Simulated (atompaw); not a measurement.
## cobalt: PAW (atompaw) pseudisation with LDA (PW92), scalar-relativistic reference atom.

| Item | Value |
| --- | --- |
| Element | Co (Z = 27) |
| Generator | atompaw 4.2.0.5 |
| Type | PAW |
| Functional | LDA (PW92) |
| Relativity | scalar-relativistic |
| Frozen core | [Ne] |
| Valence charge | 17 |
| Reference configuration | 3s2 3p6 3d7 4s1.75 4p0.25 |
| Partial waves | 3s (bound): rc 1.20 bohr; 4s (bound): rc 1.65 bohr; 3p (bound): rc 0.85 bohr; 4p (bound): rc 1.65 bohr; 3d (bound): rc 1.35 bohr; 3d channel at 1.15 Ry: rc 1.35 bohr |
| Local potential | bessel scheme, radius 1.65 bohr |
| Core correction | smooth core density matched at 0.85 bohr |
| Augmentation charge | sinc compensation charge, radius 1.35 bohr; PAW radius 1.65 bohr; waves and projectors: custom polynom gramschmidtortho |

All-electron outer shells of the reference configuration (LDA (PW92), scalar-relativistic, ld1.x):

```csv
shell,level (eV),outermost node (bohr),outermost maximum (bohr)
2s,-897.55,0.08,0.21
2p,-769.91,–,0.17
3s,-102.37,0.31,0.67
3p,-66.01,0.28,0.68
3d,-8.94,–,0.66
4s,-5.99,0.96,2.29
4p,-1.64,1.05,3.17
```

Estimate the cutoffs (Ry, on a coarse ladder) from which the occupation-weighted sum of valence levels, in a spherical-Bessel basis at the reference potential, stays within 10 and 1 mRy of its value at 400 Ry.

90 Ry and 160 Ry.

What does a ghost test show?

No extra level below or beside the all-electron valence levels (s, p, d, f tested).

Is the overlap operator S = 1 + Σ q|β⟩⟨β| positive definite (Bessel basis up to 400 Ry)?

Yes: its lowest eigenvalue is 0.46 (p channel).
